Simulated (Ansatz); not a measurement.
Basis-set extrapolation for CH$_{10}$AlNSi$_{2}$, SMILES `[CH3][AlH][N]([SiH3])[SiH3]` (PBE0-D4/def2-TZVP geometry, frozen core, Ansatz). Multiplicity 1, RHF reference.

```tsv
	def2-TZVPP	def2-QZVPP
HF	-918.078348	-918.109257
MP2 correlation	-0.726075	-0.776247
CCSD(T) correlation	-0.823740	not run
```

Energies in hartree. Use E(X) = E(∞) + A·exp(−7.88·√X) for Hartree–Fock and E(X) = E(∞) + B·X^(−2.97) for correlation, with X = 3 and 4, and add CCSD(T) minus MP2 of the smaller set to the MP2 limit.

Q: What is the CCSD(T) energy at the basis-set limit?

A: HF limit: -918.109257 + (-0.030909) × 0.13774 = -918.11351. MP2 limit: -0.776247 + (-0.050172) × 0.74074 = -0.81341. Higher-order term: -0.823740 − (-0.726075) = -0.09767. Total: -919.02459 hartree, 3.33 eV below CCSD(T)/def2-TZVPP.
